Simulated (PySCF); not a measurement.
# Stationary points of SeH₅

These are results of PBE0/[Se def2-TZVP, H def2-TZVP], no relativity, density fitting, PySCF, not measurements.

Relaxations began from a few typed shapes; open shells are unrestricted. The search is not exhaustive: other isomers or separated fragments can lie lower, and high-lying points may rest on an excited occupation.

Problem. Order these stationary points by electronic energy, lowest first, in kJ/mol from the lowest minimum.
A. doublet C4v: Se–H 1.473 Å, Se–H 1.627 Å (×4); H–Se–H 88.0° (×4), H–Se–H 89.9° (×4), H–Se–H 176.0° (×2)
B. doublet D3h: Se–H 1.620 Å (×3), Se–H 1.655 Å (×2); H–Se–H 90.0° (×6), H–Se–H 120.0° (×3), H–Se–H 180.0°

Solution. A (0.0), B (110.5).

Problem. Which of them are minima?

Solution. By energy in kJ/mol, 0.0: minimum; 110.5: saddle point, 2 imaginary modes.
